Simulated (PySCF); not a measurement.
HI2Si, SMILES I[SiH]I, multiplicity 2. Coordinates come from a PBE0-D3(BJ)/def2-SVP optimisation. The isomer is the one that the SMILES or the coordinates give; other isomers of the formula were not compared. The def2 effective core potentials stand for the cores of I; spin–orbit coupling is left out.

### Question
Give the equilibrium geometry at PBE0-D3(BJ)/def2-SVP (PySCF confirms it by a frequency run) as Cartesian coordinates in Å, and its point group. (Estimate from the structure and the level; the computed values follow.)

### Answer
point group Cs.
```xyz
4

I      0.0069    -0.1746    -2.0369
Si    -0.1264     1.1714     0.0000
I      0.0069    -0.1746     2.0369
H      1.0436     2.1086     0.0000
```
Charge 0, spin multiplicity 2.
